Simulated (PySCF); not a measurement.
**Bonding in `C=C(Cl)C(=O)C#CC`**

Species: C₆H₅ClO.
Atom-mapped SMILES: `[CH2:1]=[C:2]([Cl:3])[C:4](=[O:5])[C:6]#[C:7][CH3:8]` (hydrogens: H9, H10 on C1; H11, H12, H13 on C8)

Structure used (GFN2-xTB), in Å, numbered top down from 1:
```
atom  x, y, z in Å
C1    -3.103    0.279   -0.354
C2    -1.832    0.318    0.029
Cl3   -1.318    1.246    1.394
C4    -0.770   -0.443   -0.697
O5    -1.027   -1.126   -1.664
C6     0.545   -0.296   -0.158
C7     1.674   -0.209    0.254
C8     3.011   -0.086    0.770
H9    -3.881    0.819    0.156
H10   -3.371   -0.317   -1.211
H11    3.278   -0.999    1.302
H12    3.711    0.058   -0.053
H13    3.078    0.758    1.455
```

Bond orders from the PBE0/pcSseg-1 density (PySCF). Isolated species at its GFN2-xTB geometry (one conformer only).

Task: Where do the orders between heavy atoms depart from those drawn in the SMILES?

Result: The largest departure is 0.720, at C6–C7 (drawn triple, 2.280). Drawn single, order above 1.12: C7–C8 (1.245). Drawn double or triple, more than 0.30 short of the drawn order: C6–C7 (2.280).

Task: Give the Mayer order of every bond, beside its length.

Result: 
| bond | drawn as | length (Å) | Mayer order |
| --- | --- | --- | --- |
| C1–C2 | double | 1.328 | 1.896 |
| C2–Cl3 | single | 1.729 | 1.080 |
| C2–C4 | single | 1.495 | 0.936 |
| C4–O5 | double | 1.211 | 1.956 |
| C4–C6 | single | 1.428 | 0.983 |
| C6–C7 | triple | 1.205 | 2.280 |
| C7–C8 | single | 1.438 | 1.245 |
| C1–H9 | single | 1.075 | 0.942 |
| C1–H10 | single | 1.077 | 0.917 |
| C8–H11 | single | 1.090 | 0.918 |
| C8–H12 | single | 1.090 | 0.920 |
| C8–H13 | single | 1.089 | 0.924 |

Bonds between the same two heavy elements. C–C: lowest C2–C4 (0.936, 1.495 Å), highest C6–C7 (2.280, 1.205 Å); in 1 of the 10 pairs the longer bond (by over 0.003 Å) has the higher order (by 0.02 or more).

Task: Sum the orders of all bonds at each heavy atom with more than one neighbour and set the sums beside the valence in the SMILES.

Result: C1 3.755 (drawn 4), C2 3.912 (drawn 4), C4 3.875 (drawn 4), C6 3.263 (drawn 4), C7 3.525 (drawn 4), C8 4.007 (drawn 4). Orders between atoms that aren't bonded are not in these sums.

The Mayer order sums products of elements of PS (density times overlap matrix) between the two atoms' basis functions, so it depends on the basis set.
